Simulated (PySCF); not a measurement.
C2H7F2NSi.
Cartesian coordinates in Å at the PBE0-D3(BJ)/def2-SVP level; atoms count from 1:
```
atom  x, y, z in Å
N1     2.3595   -0.1202   -0.1181
Si2    0.7650   -0.6652   -0.5179
C3    -0.4672    0.4889    0.3342
C4    -1.8834    0.3484   -0.1423
F5    -2.2831   -0.9473   -0.0457
F6    -2.7278    1.0852    0.6188
H7     3.1307   -0.7751   -0.1819
H8     2.6613    0.8049   -0.4048
H9     0.6494   -2.0637   -0.0161
H10    0.4207   -0.6651   -1.9821
H11   -0.4436    0.2971    1.4195
H12   -0.1466    1.5334    0.1864
H13   -2.0215    0.6603   -1.1936
```

Computed, not measured: PySCF 2.14.0, PBE0-D3(BJ)/def2-SVP geometry optimisation, gas phase.

Masses are those of the commonest isotopes; rigid-rotor values at the optimised geometry. The values belong to one conformer with, in the numbering `[NH2:1][SiH2:2][CH2:3][CH:4]([F:5])[F:6]`, H–N1–Si2–C3 158° and -62°, N1–Si2–C3–C4 167°, Si2–C3–C4–F5 54°.

Q: What are A, B and C (GHz)?

A: Ia = 72.53, Ib = 390.66, Ic = 442.58 u·Å²; 505379 MHz·u·Å²/I gives 6968, 1294 and 1142 MHz, that is A = 6.9679, B = 1.2936, C = 1.1419 GHz.

Q: Classify the top.

A: A near-prolate asymmetric top: κ = (2 × 1294 − 6968 − 1142)/(6968 − 1142) = -0.95.

Q: What does the inertial defect say?

A: Not planar: Δ = Ic − Ia − Ib = -20.61 u·Å². For a rigid frame Δ = −2 Σ m c², so Σ m c² = 10.31 u·Å² lies off the ab plane: 7.07 from hydrogen and 3.23 from heavier atoms. The atom farthest from that plane is 1.51 Å away.

Q: Give the other two planar moments, Paa and Pbb, and the rms extents of the mass along the axes.

A: Paa = Σ m a² = (Ib + Ic − Ia)/2 = 380.36 and Pbb = Σ m b² = (Ia + Ic − Ib)/2 = 62.22 u·Å². With the mass M = 111.03 u, the rms extents √(P/M) along a, b and c are 1.85, 0.75, 0.30 Å.

Q: Predict some low-J microwave lines.

A: The dipole components are |μa| = 2.80 D, |μb| = 1.23 D, |μc| = 1.19 D. Intensities carry the squares of the components, which stand as 1.00 : 0.19 : 0.18 (a : b : c). Some lines, for components of 0.1 D or more:

```json
{"type": "a", "branch": "R", "J(Ka,Kc)": "1(0,1) ← 0(0,0)", "MHz": "2436", "lower level (cm⁻¹)": "0.000"}
{"type": "a", "branch": "R", "J(Ka,Kc)": "2(1,2) ← 1(1,1)", "MHz": "4719", "lower level (cm⁻¹)": "0.271"}
{"type": "a", "branch": "R", "J(Ka,Kc)": "2(1,1) ← 1(1,0)", "MHz": "5023", "lower level (cm⁻¹)": "0.276"}
{"type": "c", "branch": "Q", "J(Ka,Kc)": "2(1,2) ← 2(0,2)", "MHz": "5526", "lower level (cm⁻¹)": "0.244"}
{"type": "c", "branch": "Q", "J(Ka,Kc)": "1(1,1) ← 1(0,1)", "MHz": "5674", "lower level (cm⁻¹)": "0.081"}
{"type": "b", "branch": "Q", "J(Ka,Kc)": "1(1,0) ← 1(0,1)", "MHz": "5826", "lower level (cm⁻¹)": "0.081"}
{"type": "b", "branch": "Q", "J(Ka,Kc)": "2(1,1) ← 2(0,2)", "MHz": "5981", "lower level (cm⁻¹)": "0.244"}
{"type": "b", "branch": "R", "J(Ka,Kc)": "1(1,1) ← 0(0,0)", "MHz": "8110", "lower level (cm⁻¹)": "0.000"}
{"type": "c", "branch": "R", "J(Ka,Kc)": "1(1,0) ← 0(0,0)", "MHz": "8262", "lower level (cm⁻¹)": "0.000"}
{"type": "c", "branch": "R", "J(Ka,Kc)": "2(1,1) ← 1(0,1)", "MHz": "10849", "lower level (cm⁻¹)": "0.081"}
{"type": "c", "branch": "Q", "J(Ka,Kc)": "2(2,1) ← 2(1,1)", "MHz": "17023", "lower level (cm⁻¹)": "0.443"}
{"type": "b", "branch": "Q", "J(Ka,Kc)": "2(2,1) ← 2(1,2)", "MHz": "17478", "lower level (cm⁻¹)": "0.428"}
{"type": "c", "branch": "R", "J(Ka,Kc)": "2(2,0) ← 1(1,0)", "MHz": "22049", "lower level (cm⁻¹)": "0.276"}
{"type": "c", "branch": "R", "J(Ka,Kc)": "2(2,1) ← 1(1,1)", "MHz": "22197", "lower level (cm⁻¹)": "0.271"}
{"type": "b", "branch": "R", "J(Ka,Kc)": "2(2,0) ← 1(1,1)", "MHz": "22200", "lower level (cm⁻¹)": "0.271"}
```

No PBE0-D3(BJ)/def2-SVP frequencies stand behind this structure, so it isn't proved a minimum. Constants of a rigid frame at the computed geometry: no zero-point averaging, no centrifugal distortion. A rigid rotor knows nothing of inversion at nitrogen, which can split or shift real lines. Quadrupole hyperfine structure (14N) is left out.
